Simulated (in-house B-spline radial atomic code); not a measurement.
# P III (P2+): [Ne] 3s2 (3p1/2)1

Method: Dirac-Hartree-Fock, average of the jj configuration, Fermi nucleus of rms radius 3.1889 fm. Calculated with a radial B-spline atomic code at the basis-set limit.

Effective charges: Z_r = [3n² - l(l+1)]/(2<r>) from the radius, Z_e = n√(-2ε) from the energy, and Slater's rules. Values are occupation-weighted means over j.

```tsv
shell	electrons	ε (eV)	<r> (bohr)	Z_r	Z_e	Slater
1s	2	-2207.3	0.1034	14.51	12.74	14.70
2s	2	-229.41	0.5127	11.70	8.21	10.85
2p	6	-170.81	0.4824	10.37	7.09	10.85
3s	2	-38.588	1.764	7.65	5.05	5.50
3p	1	-29.716	1.98	6.31	4.43	5.50
```

The least bound orbital is 3p1/2 at -29.72 eV, and it is also the most diffuse (<r> = 1.98 bohr).

For the 1s electron the small component carries 0.284 % of the norm, the zero-frequency Breit interaction raises the level by 1.411 eV, self-energy by 0.6107 eV, and vacuum polarisation lowers it by 0.03915 eV.

The density falls to 0.001 bohr⁻³ at 3.476 bohr; Σ<r²> = 14.05 bohr² gives, by the non-relativistic formula and without the paramagnetism of open shells, a Langevin diamagnetic susceptibility of -11.13×10⁻⁶ cm³/mol.
